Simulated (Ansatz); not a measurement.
Consider the formal hydrolysis of a Y–C bond: `[CH3][Y]([CH3])[CH3]` + H₂O → `[CH3][Y]([CH3])[OH]` + CH₄.

Isolated molecules relaxed with PBE0-D4/def2-TZVP in Ansatz; ΔE leaves out vibrations. CBS: MP2 limit from def2 TZ/QZ plus the TZ coupled-cluster correction, frozen cores. This one scheme is used for every species. DFT in def2-TZVPP. B3LYP here is the variant with VWN-RPA as its local correlation; programs differ in this. Elements past krypton have def2 core potentials. For Y outer-core shells are correlated without core-valence functions, which leaves a few kJ/mol of doubt a bond. Each species was taken in one conformer, which may not be the lowest.

`[CH3][Y]([CH3])[CH3]`:

```xyz
13

C    -0.866    1.576   -1.320
Y     0.056   -0.449   -0.595
C     2.211   -0.141    0.264
C    -1.336   -1.507    0.962
H    -1.073    1.615   -2.400
H    -0.198    2.421   -1.106
H    -1.819    1.789   -0.817
H     2.997   -0.671   -0.292
H     2.283   -0.488    1.304
H     2.496    0.920    0.262
H    -1.727   -2.480    0.628
H    -2.212   -0.890    1.202
H    -0.811   -1.695    1.908
```

H₂O:

```xyz
3

O     0.383    0.056    0.044
H    -0.061   -0.414   -0.666
H    -0.322    0.358    0.622
```

`[CH3][Y]([CH3])[OH]`:

Cartesian coordinates in Å:
```
C 0.411 -0.553 -1.923
Y -0.369 0.761 -0.126
C -0.904 -0.605 1.722
O 0.740 2.374 0.303
H 0.817 0.002 -2.778
H 1.223 -1.206 -1.570
H -0.359 -1.230 -2.321
H 0.004 -0.868 2.282
H -1.355 -1.557 1.410
H -1.586 -0.156 2.456
H 1.376 3.039 0.546
```

CH₄:

Z-matrix (Å, degrees):
```
C
H 1 1.090
H 1 1.090 2 109.5
H 1 1.090 2 109.5 3 -120.0
H 1 1.090 2 109.5 3 120.0
```

```csv
level,ΔE (kJ/mol)
BHLYP-D4,-213.7
B3LYP,-213.0
```

(1) What does CCSD(T)/CBS give? (Best estimate.)

(2) What do rigid-rotor, harmonic-oscillator terms from PBE0-D4/def2-TZVP frequencies (298.15 K, 1 bar) make of the CCSD(T)/CBS value? (Best estimate.)

Largest T1 diagnostic among the species: 0.013.

Answers

(1) Computed: -205.9 kJ/mol. The listed levels differ from it by -7.8, -7.1 kJ/mol.

(2) Ansatz gave: ΔZPE = +6.4 kJ/mol, ΔH = -201.4 kJ/mol, ΔS = 1 J/(mol·K), ΔG = -201.5 kJ/mol. Modes under 50 cm⁻¹ make the entropy rough.

In def2-TZVPP, CCSD(T) changes the Hartree–Fock value by +12.1 kJ/mol (the triples alone add +0.7 kJ/mol) and MP2 by +7.5 kJ/mol. At CCSD(T), def2-SVP lies −35.1 kJ/mol from the extrapolated value and def2-TZVPP −1.4 kJ/mol. From BLYP to BHLYP (50 % exact exchange), in def2-TZVPP and without D4, ΔE moves by −3.3 kJ/mol.
